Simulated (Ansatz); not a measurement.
Coupled-cluster diagnostics for the cluster CsF2⁻ (the lowest singlet isomer of a short search), Ansatz.

Geometry of the singlet (PBE0-D4/def2-TZVPD):

```xyz
3

Cs   -0.4398   -0.2383    0.1758
F    -0.1598    2.0015    1.5137
F     0.5996   -1.7632   -1.6895
```

In the def2 sets Cs takes a core potential; there is no spin–orbit coupling. Correlated methods freeze 2 core orbitals; core or outer-core shells of Cs are correlated, in sets that lack core-valence functions. At PBE0-D4/def2-TZVPD a singlet of charge -1 lies 3.86 eV below the triplet, each at its own geometry. At PBE0-D4/def2-TZVPD a singlet of charge -1 lies 9.96 eV below the quintet, each at its own geometry. The structure comes from a short search, and lower isomers may exist.

Geometry of the charge -1 triplet (PBE0-D4/def2-TZVPD):

Cartesian coordinates in Å:
```
Cs 0.0037 -0.0052 -0.0056
F -0.5604 -1.9136 1.3809
F 0.5567 1.9188 -1.3753
```

Geometry of the charge -1 quintet (PBE0-D4/def2-TZVPD):

Cartesian coordinates in Å:
```
Cs -0.3767 0.7530 1.0149
F -2.3181 -2.6296 0.2338
F 2.6948 1.8766 -1.2487
```

**Question.** Estimate the CCSD(T) correlation energy, the shares of MP2 and (T), T1 and the reference's ⟨S²⟩ for: charge -1, singlet, own geometry in def2-TZVPPD; charge -1, triplet, own geometry in def2-TZVPPD; charge -1, quintet, own geometry in def2-TZVPPD; charge 0, doublet, vertical in def2-TZVPPD; and the rough time on 4 threads of Intel Xeon on a shared host.

**Answer.** 
| state | basis | correlation (eV) | MP2 share (%) | (T) share (%) | T1 | ⟨S²⟩ (pure) | wall time | remarks |
| --- | --- | --- | --- | --- | --- | --- | --- | --- |
| charge -1, singlet, own geometry | def2-TZVPPD | -20.004 | 96.4 | 3.1 | 0.016 | 0.00 (0.00) | 13 s | – |
| charge -1, triplet, own geometry | def2-TZVPPD | -18.725 | 92.6 | 3.4 | 0.052 | 2.01 (2.00) | 32 s | HOMO above zero, large T1 |
| charge -1, quintet, own geometry | def2-TZVPPD | -16.082 | 91.3 | 2.1 | 0.019 | 6.01 (6.00) | 26 s | – |
| charge 0, doublet, vertical | def2-TZVPPD | -18.230 | 93.4 | 3.0 | 0.043 | 0.76 (0.75) | 50 s | – |
Customary marks for T1 are 0.02 (closed shells), 0.045 (open shells) and about 0.05 (3d metals). T1 exceeds 0.02 in 2 of 4 rows and 0.045 in 1; the higher it lies, the less the single-reference result can be trusted.
